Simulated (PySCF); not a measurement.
**Excitation energy of Mo+ by level of theory**

Mo+ [Kr] 4d5 (6S) → Mo+ [Kr] 4d4 5p1 (high-spin determinant), as a difference of total energies. Computed with PySCF 2.14 in aug-cc-pVDZ-PP with ECP28MDF (5s5p4d2f, 54 functions), with a scalar-relativistic core potential. Correlated levels: valence: 4s2 4p6 frozen. The calculations carry no spin-orbit coupling.

| method | excitation energy (cm⁻¹) |
| --- | --- |
| UHF | 44876 |
| MP2 (valence) | 47228 |
| SCS-MP2 (valence) | 45660 |
| CCSD (valence) | 47101 |
| CCSD(T) (valence) | 47076 |

The determinant of the upper state mixes LS terms, which raises its energy above the lowest term, most at the Hartree-Fock and MP2 levels.
